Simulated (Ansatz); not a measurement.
`[CH3][AlH][O]BN`, charge 0, multiplicity 1.

(1) Give a relaxed structure at PBE0-D4/def2-TZVP (Ansatz 0.2.0). (Best estimate.)

Answers

(1) Ansatz gave: 
Cartesian coordinates in Å:
```
C 1.7409 -1.0129 -1.5448
Al 0.1445 0.0832 -1.3856
O -0.6261 0.2302 0.0986
B -1.3643 0.1700 1.2309
N -1.1879 1.1003 2.2657
H 2.0023 -1.5103 -0.6082
H 2.5993 -0.4091 -1.8580
H 1.6104 -1.7827 -2.3126
H -0.4762 0.8978 -2.5934
H -2.1931 -0.6920 1.3758
H -0.5219 1.8526 2.2209
H -1.7279 1.0727 3.1109
```
This is one stationary point; other conformers may exist.
